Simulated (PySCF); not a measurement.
Simulated absorption spectrum

Species: TiH(OMe)3, C3H10O3Ti (singlet state).
SMILES: `[H][Ti]([O]C)([O]C)[O]C`

Method: TDDFT CAM-B3LYP/def2-SVPD, vertical, gas phase, core orbitals frozen in the response (PySCF). Geometry: PBE0-D3(BJ)/def2-SVP; no solvent, vibrations or thermal averaging.

Computed states:

```csv
state,E (eV),f
S1,4.77,0.0043
S2,4.78,0.0044
S3,5.64,0.0003
S4,5.65,0.0003
S5,5.89,0.010
S6,5.93,0.010
S7,6.15,0.0006
S8,6.30,0.0003
S9,6.31,0.0001
S10,6.34,0.042
S11,6.40,0.0054
S12,6.40,0.021
S13,6.41,0.025
S14,6.63,0.243
```

Broadening: Gaussians 0.25 eV wide at half height, area fixed by f = 4.319×10⁻⁹ ∫ε dν̃. The width is an assumption, not a result. The curve ends short of the highest state used, and states not computed would add to its high-energy end.

Q: Give the broadened spectrum and its maxima.

A: 
λ (nm), ε (L mol⁻¹ cm⁻¹) and a bar:
```
    205.7       1288 ##################
    207.0       1691 #######################
    208.4       2059 ############################
    209.8       2207 ##############################
    211.2       2078 ############################
    212.6       1726 #######################
    214.0       1275 #################
    215.4        848 ############
    216.8        518 #######
    218.1        313 ####
    219.5        181 ##
    220.9        109 #
    222.3         69 #
    223.7         45 #
    225.1         28 
    226.5         17 
    227.9         10 
    229.3          5 
    230.6          2 
    232.0          1 
    233.4          0 
    234.8          0 
    236.2          0 
    237.6          0 
    239.0          0 
    240.4          1 
    241.8          4 
    243.1          8 
    244.5         19 
    245.9         39 #
    247.3         74 #
    248.7        130 ##
    250.1        212 ###
    251.5        321 ####
    252.9        452 ######
    254.2        585 ########
    255.6        724 ##########
    257.0        841 ###########
    258.4        916 ############
    259.8        940 #############
    261.2        910 ############
    262.6        832 ###########
    264.0        720 ##########
    265.4        591 ########
    266.7        470 ######
    268.1        349 #####
    269.5        248 ###
    270.9        168 ##
    272.3        108 #
    273.7         67 #
    275.1         40 #
    276.5         23 
    277.9         12 
    279.2          7 
    280.6          3 
    282.0          2
```

Maxima: 260 nm (4.77 eV), ε about 940, made up of S1 (49%) and S2 (51%); 210 nm (5.91 eV), ε about 2200, made up of S5 (49%) and S6 (50%) (ε in L mol⁻¹ cm⁻¹; maxima over ε = 5, shares over 10%).

Q: On this curve, what absorbance would a 10⁻³ mol/L sample give at 248 nm over a 1 cm path?

A: 248 nm is 4.999 eV, where ε is about 99 L mol⁻¹ cm⁻¹, so A = ε c l ≈ 0.099 (Beer–Lambert, with the gas-phase spectrum and the assumed width).

Q: What would ε be at 5.91 eV, the highest of these maxima, with half the width (0.125 eV)?

A: About 4220 L mol⁻¹ cm⁻¹ against 2210, a factor of about 1.9; a lone state at its own centre would give exactly 2.

Q: Coming from long wavelengths, where does ε first pass 100 L mol⁻¹ cm⁻¹?

A: At about 273 nm (4.55 eV), 0.22 eV below S1.
